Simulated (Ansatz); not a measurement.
`C[CH2][GeH2][CH3]` → `[CH3][GeH2][CH3]` + `[CH2]` (triplet)  (formal loss of a carbene)

Program: Ansatz. Geometries: PBE0-D4/def2-TZVP. ΔE: electronic, gas phase. CCSD(T)/CBS adds triple-zeta CCSD(T) − MP2 to the extrapolated MP2 energy (def2 sets, frozen cores). This one scheme is used for every species. Functionals use def2-TZVPP. Triplets are unrestricted, without spin–orbit coupling. For Ge outer-core shells are correlated without core-valence functions, which leaves a few kJ/mol of doubt a bond. Scalar relativity is left out up to krypton. Each species was taken in one conformer, which may not be the lowest.

```tsv
level	ΔE (kcal/mol)	difference from CCSD(T)/CBS
LDA (SPW92)	119.1	17.1
PBE-D4	103.1	1.1
BHLYP-D4	97.1	-4.9
r2SCANh	95.0	-7.0
CCSD/def2-SVP	96.2	-5.8
HF/def2-TZVPP	66.0	-36.0
CCSD/def2-TZVPP	96.5	-5.5
CCSD(T)/def2-TZVPP	99.2	-2.8
HF/CBS(def2)	65.9	-36.1
CCSD/CBS(def2)	99.3	-2.7
CCSD(T)/CBS	102.0	0
```

Largest T1 diagnostic among the species: 0.011.

From BLYP to BHLYP (50 % exact exchange), in def2-TZVPP and without D4, ΔE moves by −1.2 kcal/mol. The D4 term adds +2.7 kcal/mol with B3LYP and +1.5 kcal/mol with PBE0; it sums over pairs of atoms, weighted by their polarisabilities, and B3LYP, whose exchange is more repulsive, gets the larger term. At CCSD(T), def2-SVP lies −3.8 kcal/mol from the extrapolated value and def2-TZVPP −2.8 kcal/mol.

B3LYP here is the variant with VWN-RPA as its local correlation; programs differ in this.
